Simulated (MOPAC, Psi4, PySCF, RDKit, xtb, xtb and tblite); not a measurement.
Two geometries of SMILES OB(O)[SiH2][SiH3], singlet, relaxed at GFN2-xTB with one dihedral held; other torsions can differ between them too.

Structure A

```
12

O     -2.1346     0.2158     0.9382
B     -1.3485    -0.0318    -0.1571
O     -1.8906    -0.4550    -1.3248
Si     0.4855     0.6628    -0.2583
Si     0.3931     2.8795    -0.9539
H     -2.9587     0.6859     0.8264
H     -2.8313    -0.6508    -1.3432
H      1.2362     0.6393     1.0108
H      1.3675    -0.0563    -1.1951
H     -0.2570     3.0503    -2.2605
H      1.6986     3.5312    -1.0759
H     -0.3863     3.7339    -0.0454
```

Structure B

```
12

O     -1.7668     0.5902     0.9695
B     -1.6655    -0.0432    -0.2345
O     -1.2535    -1.3290    -0.2014
Si    -2.0727     0.7189    -2.0074
Si    -3.6287    -0.4463    -3.2629
H     -2.0642     1.4976     0.9730
H     -1.0604    -1.6731     0.6739
H     -2.5427     2.1212    -1.8694
H     -0.8567     0.8924    -2.8240
H     -3.2166    -1.8200    -3.5645
H     -3.9118     0.1842    -4.5550
H     -4.9300    -0.5619    -2.5900
```

Task: Which is lower in energy at the level DF-MP2 (frozen core)/cc-pVTZ // GFN2-xTB (Psi4), and by how much?

Result: B is lower, by 8.73 kcal/mol (dihedral H6–O1–B2–Si4: 120° in A, 0° in B).

E(B) − E(A) in kcal/mol at the other levels, on the same two geometries: GFN2-xTB (xtb and tblite) -6.01; PBE0/def2-TZVP // GFN2-xTB (Psi4) -8.80; PBE0-D3(BJ)/def2-TZVP // GFN2-xTB (Psi4) -8.72; PBE/def2-TZVP // GFN2-xTB (Psi4) -8.66; PBE-D3(BJ)/def2-TZVP // GFN2-xTB (Psi4) -8.58; M06-2X/def2-TZVP // GFN2-xTB (Psi4) -8.44; HF/cc-pVTZ // GFN2-xTB (Psi4) -8.60; UFF // GFN2-xTB (RDKit) 6.38; PM6, restricted, heats of formation // GFN2-xTB (MOPAC) -5.69; AM1, restricted, heats of formation // GFN2-xTB (MOPAC) -7.30; GFN1-xTB // GFN2-xTB (xtb) -3.59; restricted B3LYP/6-31G*, spherical d, density fitting // GFN2-xTB (PySCF) -9.39; restricted M06-2X/6-31G*, spherical d, density fitting // GFN2-xTB (PySCF) -9.37; restricted Hartree-Fock/3-21G // GFN2-xTB (PySCF) -9.77; restricted B3LYP/LANL2DZ, with its core potentials past Ne // GFN2-xTB (PySCF) -10.01.
